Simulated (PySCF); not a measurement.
## Telling isomers of C3H11NO2Si2 apart by NMR

How the numbers were obtained: GFN2-xTB geometry, shielding tensors at PBE0/pcSseg-1 (GIAO), in PySCF 2.14.0 with density-fitted response routines (non-relativistic, equivalent nuclei averaged, no solvent, one computed conformer).

δ = σ(ref) − σ, references computed at the same level: $^{1}$H, $^{13}$C against TMS. Where no couplings were computed, multiplicities follow the n + 1 count of equivalent neighbours, and m marks all less simple cases (inequivalent or close neighbours, rings, F or P nearby). Acid and N–H amide carbonyl carbons lie up to 10 ppm further downfield in solution (hydrogen bonding). Shifts are as computed. Against solution values, carbons near 30 ppm lie about +3 ppm off and those near 130 ppm about +5 ppm. Of 1211 compounds with measured shifts, 218 miss one by over three times the rms of a fit or turn the order of signals round; such compounds aren't used in these exercises. OH and NH positions are gas-phase values without hydrogen bonding to other molecules.

(1) Tabulate the signals of `CO[Si@@H]([SiH3])NC(C)=O`, `CO[SiH2]O/C=C\[SiH2]N` and their relative energies.

(2) What is the quickest way to tell CO[Si@@H]([SiH3])NC(C)=O from CO[SiH2]O/C=C\[SiH2]N?

## Answers

(1) 
```json
{"SMILES": "CO[Si@@H]([SiH3])NC(C)=O", "carbon types": "1×C 2×CH3", "δC": "178.0, 51.8, 25.5", "δH": "5.67 (q, 1H), 4.53 (br s, 1H), 3.81 (s, 3H), 3.61 (d, 3H), 1.95 (s, 3H)", "E rel. (kcal/mol)": "0.0"}
{"SMILES": "CO[SiH2]O/C=C\\[SiH2]N", "carbon types": "2×CH 1×CH3", "δC": "158.1, 109.8, 50.8", "δH": "7.12 (d, 1H), 5.34 (d, 2H), 4.89 (m, 1H), 4.83 (s, 2H), 3.86 (s, 3H), -0.20 (br s, 2H)", "E rel. (kcal/mol)": "6.8"}
```

Energies are electronic energies at PBE0/pcSseg-1 on these geometries, without zero-point or thermal terms, each for the one conformer computed, which needn't be the lowest.

(2) Both give the same number of carbon signals, but DEPT or the intensities differ. The first has an amide carbonyl carbon (C) at 178.0 ppm, the second an alkene carbon bearing oxygen (CH) at 158.1 ppm. In the proton spectra the most deshielded non-exchanging signals are 5.67 (q, 1H) and 7.12 (d, 1H).
